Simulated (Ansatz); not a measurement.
`C[NH][In]([CH3])[F]` and `[CH3][In]([CH3])[F]` differ in one atom or group.

Ansatz, PBE0-D4/def2-TZVP geometries, multiplicity 1. Each molecule was computed in one conformer, which needn't be the lowest.

Elements past krypton have def2 core potentials.

```tsv
property	`C[NH][In]([CH3])[F]`
HOMO–LUMO gap (PBE/def2-TZVPP) / eV	3.62
size of the dipole moment (PBE/def2-TZVPP) / D	3.41
size of the dipole moment (ωB97M-V/def2-TZVPP) / D	3.47
LUMO energy (ωB97M-V/def2-TZVPP) / eV	0.75
HOMO energy (PBE0/def2-TZVPP) / eV	-6.52
LUMO energy (PBE/def2-TZVPP) / eV	-1.61
```

Q: Give the same properties after the change, and the shifts. (Estimate.)

A: The calculation gave: 
```
                                          property  `[CH3][In]([CH3])[F]`  shift
               HOMO–LUMO gap (PBE/def2-TZVPP) / eV                   4.77   1.15
    size of the dipole moment (PBE/def2-TZVPP) / D                   3.48   0.07
size of the dipole moment (ωB97M-V/def2-TZVPP) / D                   3.64   0.17
             LUMO energy (ωB97M-V/def2-TZVPP) / eV                   0.36  -0.39
                HOMO energy (PBE0/def2-TZVPP) / eV                  -7.75  -1.23
                 LUMO energy (PBE/def2-TZVPP) / eV                  -1.72  -0.11
```

With PBE0 the HOMO falls by 1.23 eV and the LUMO falls by 0.27 eV, so the gap widens by about 0.96 eV. PBE moves the HOMO by -1.26 eV and ωB97M-V by -1.04 eV. Dipoles are sizes alone; their direction can turn.
